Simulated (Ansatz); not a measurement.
Match the barriers

Saddle point of SiHCl3, closed shell (SiCl₂ + HCl → SiCl₂ + HCl; bonds formed: Si1–Cl4, Cl2–H3; bonds broken: Si1–Cl2, H3–Cl4), PBE0-D4/def2-TZVP structure:

Si1  (0.651, 0.852, -0.536)
Cl2  (0.187, -1.459, -0.880)
H3  (0.139, -1.033, 0.611)
Cl4  (0.293, 0.073, 1.688)
Cl5  (-1.270, 1.567, -0.883)
(Å)

Program: Ansatz 0.2.0. Basis: def2-TZVPP, with def2-QZVPP for the basis limit. Cores are frozen in the correlated methods. Extrapolation: Hartree–Fock as exp(−7.88 √X), correlation as X^−2.97. Four methods, as single points on the PBE0-D4 structures, gave these electronic barriers from the start structure: 4.29, 7.58, 11.00, 25.00 kcal/mol.

(1) The methods were, in alphabetical order, HF, MP2, PBE-D4, PBE0-D4. Which gave which? (Judge from chemistry; the calculation decides.)

The T1 diagnostic stays at or below 0.012.

## Answers

(1) Computed: PBE-D4 4.29; PBE0-D4 7.58; MP2 11.00; HF 25.00 kcal/mol. For comparison, CCSD(T) at an estimated basis limit (MP2 extrapolated from triple and quadruple zeta, plus CCSD(T) − MP2 in triple zeta) gives 12.67 kcal/mol.

For scale, one of the runs: CCSD(T)/def2-TZVPP, 182 basis functions, launched by `ansatz run in.yaml --threads 2 --pin off --events-out ev --progress --plain --max-ram 4352MiB`. The run took 35 s on 2 CPU threads of an Intel Xeon Platinum 8488C (shared host), with 1.5 GiB of host memory at its peak.
